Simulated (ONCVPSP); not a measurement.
# Reading a pseudo-wave (Mn)

Columns: radius, all-electron u(r) and pseudo u(r) of the 3s shell (level -85.41 eV) of manganese in the configuration [Ne] 3s2 3p6 3d5 4s2; LDA (Perdew-Wang 92), scalar-relativistic, ONCV scheme, ONCVPSP 4.0.1.

```json
{"r (bohr)": "0.078", "all-electron": "0.0166", "pseudo": "0.1736"}
{"r (bohr)": "0.155", "all-electron": "-0.5782", "pseudo": "0.3420"}
{"r (bohr)": "0.232", "all-electron": "-0.5745", "pseudo": "0.5041"}
{"r (bohr)": "0.310", "all-electron": "-0.2010", "pseudo": "0.6577"}
{"r (bohr)": "0.388", "all-electron": "0.2644", "pseudo": "0.7956"}
{"r (bohr)": "0.465", "all-electron": "0.6644", "pseudo": "0.9112"}
{"r (bohr)": "0.542", "all-electron": "0.9521", "pseudo": "1.0015"}
{"r (bohr)": "0.620", "all-electron": "1.1258", "pseudo": "1.0634"}
{"r (bohr)": "0.698", "all-electron": "1.1999", "pseudo": "1.0935"}
{"r (bohr)": "0.775", "all-electron": "1.2008", "pseudo": "1.0923"}
{"r (bohr)": "0.852", "all-electron": "1.1529", "pseudo": "1.0630"}
{"r (bohr)": "0.930", "all-electron": "1.0735", "pseudo": "1.0090"}
{"r (bohr)": "1.008", "all-electron": "0.9777", "pseudo": "0.9367"}
{"r (bohr)": "1.085", "all-electron": "0.8769", "pseudo": "0.8536"}
{"r (bohr)": "1.162", "all-electron": "0.7766", "pseudo": "0.7650"}
{"r (bohr)": "1.240", "all-electron": "0.6797", "pseudo": "0.6749"}
{"r (bohr)": "1.318", "all-electron": "0.5900", "pseudo": "0.5884"}
{"r (bohr)": "1.395", "all-electron": "0.5096", "pseudo": "0.5092"}
{"r (bohr)": "1.472", "all-electron": "0.4379", "pseudo": "0.4378"}
{"r (bohr)": "1.550", "all-electron": "0.3737", "pseudo": "0.3736"}
{"r (bohr)": "1.628", "all-electron": "0.3177", "pseudo": "0.3177"}
{"r (bohr)": "1.705", "all-electron": "0.2698", "pseudo": "0.2698"}
{"r (bohr)": "1.782", "all-electron": "0.2285", "pseudo": "0.2285"}
{"r (bohr)": "1.860", "all-electron": "0.1927", "pseudo": "0.1926"}
{"r (bohr)": "1.938", "all-electron": "0.1621", "pseudo": "0.1620"}
{"r (bohr)": "2.015", "all-electron": "0.1364", "pseudo": "0.1364"}
```

Q: How many radial nodes do the two functions have?

A: The all-electron 3s function has n − l − 1 = 2; the pseudo-wave has 0, since the states of the same l below it are removed with the core.

Q: At about which radius was the pseudo-wave matched?

A: 1.55 bohr. The columns agree to 0.0005 from 1.40 bohr on; several derivatives are matched, so the curves merge somewhat inside the radius.

Q: Is the pseudo-wave norm-conserving?

A: Yes: the ONCV scheme keeps the norm inside the radius equal to the all-electron one, which fixes the energy derivative of the logarithmic derivative at the level.
